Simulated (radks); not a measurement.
Species: Ba+. Configuration: [Xe] 5d1 (not the ground configuration). Method: Dirac Kohn-Sham, PBE, spin-unpolarised, spherical densities, finite nucleus; open shells are shared between the two j in proportion to 2j + 1; Fermi nuclear charge, rms radius 4.855 fm; computed with a radial shooting solver on a logarithmic mesh with Libxc functionals.

Spin-orbit splittings of the eigenvalues, e(l+1/2) - e(l-1/2), with zeta = 2 splitting/(2l+1) and mean radii in bohr:

2p: occ. 6; splitting (eV) 381.7; zeta (eV) 254.5; <r> j=l-1/2 0.09193; <r> j=l+1/2 0.09793
3p: occ. 6; splitting (eV) 73.79; zeta (eV) 49.19; <r> j=l-1/2 0.2815; <r> j=l+1/2 0.2934
3d: occ. 10; splitting (eV) 15.73; zeta (eV) 6.291; <r> j=l-1/2 0.2644; <r> j=l+1/2 0.2681
4p: occ. 6; splitting (eV) 15.38; zeta (eV) 10.25; <r> j=l-1/2 0.6969; <r> j=l+1/2 0.7241
4d: occ. 10; splitting (eV) 2.614; zeta (eV) 1.046; <r> j=l-1/2 0.7946; <r> j=l+1/2 0.8045
5p: occ. 6; splitting (eV) 2.042; zeta (eV) 1.361; <r> j=l-1/2 1.871; <r> j=l+1/2 1.957
5d: occ. 1; splitting (eV) 0.1370; zeta (eV) 0.05481; <r> j=l-1/2 3.229; <r> j=l+1/2 3.287
